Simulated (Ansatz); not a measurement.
Wavefunction ladder for B2H5NSi, SMILES `NB1B[SiH2]1`

```xyz
9

N    -0.712   -1.633   -0.617
B    -0.772   -0.424    0.015
B    -0.710    0.980    0.659
Si    1.082    1.223    0.215
H    -1.215   -1.826   -1.468
H    -0.174   -2.412   -0.273
H    -1.351    1.560    1.474
H     1.768    0.362   -0.788
H     2.084    2.170    0.783
```

The species carries charge 0 and has multiplicity 1. Geometry: relaxed with PBE0-D4/def2-TZVP. It is one conformer, not always the lowest. Frozen core, restricted reference, Ansatz 0.2.0. CBS rows extrapolate triple and quadruple zeta; past MP2 they add the triple-zeta difference.

```
     basis     HF (Eh)  MP2 corr.  CCSD corr.       (T)  CCSD(T) total
  def2-SVP  -395.43327   -0.43938    -0.48401  -0.01930     -395.93658
def2-TZVPP  -395.65623   -0.53612    -0.57471  -0.02810     -396.25904
def2-QZVPP  -395.66967   -0.57169           –         –              –
 CBS(def2)  -395.67153   -0.59804    -0.63663     as TZ     -396.33626
```
